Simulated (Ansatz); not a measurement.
System: C$_{4}$H$_{8}$OSi, charge 0, multiplicity 1. 
Structure (B3LYP-D3(BJ)/def2-TZVP (Ansatz, an electronic-structure program) minimum search):
```xyz
14

C     -2.1211     0.9251     0.3347
C     -1.1296     0.0477     0.1814
C     -1.3214    -1.4405     0.2425
C      0.2593     0.5711    -0.0635
O      0.4929     1.7625    -0.1450
Si     1.7624    -0.6414    -0.2607
H     -1.9205     1.9871     0.2806
H     -3.1400     0.6067     0.5153
H     -0.7215    -1.8879     1.0393
H     -2.3648    -1.6923     0.4272
H     -1.0200    -1.9200    -0.6925
H      1.9202    -1.4692     0.9597
H      1.5434    -1.5519    -1.4106
H      2.9636     0.1859    -0.4805
```
Charge 0, spin multiplicity 1.

Basis-set convergence of Hartree-Fock and CCSD(T) correlation energies (hartree) with Ansatz. Cores are frozen in the correlated levels unless marked. No spin-orbit coupling. Non-relativistic.

The Hartree-Fock reference is unstable (checked in the largest basis), which strains HF and MP2. 

```csv
basis,functions,E(HF),"E(corr, CCSD(T))"
aug-cc-pV(D+d)Z,219,-519.91832,-0.95572
aug-cc-pV(T+d)Z,469,[?],[?]
```

**Question.** What belongs in the gaps?

**Answer.** 
- aug-cc-pV(T+d)Z, E(HF): -519.98465
- aug-cc-pV(T+d)Z, E(corr, CCSD(T)): -1.12406
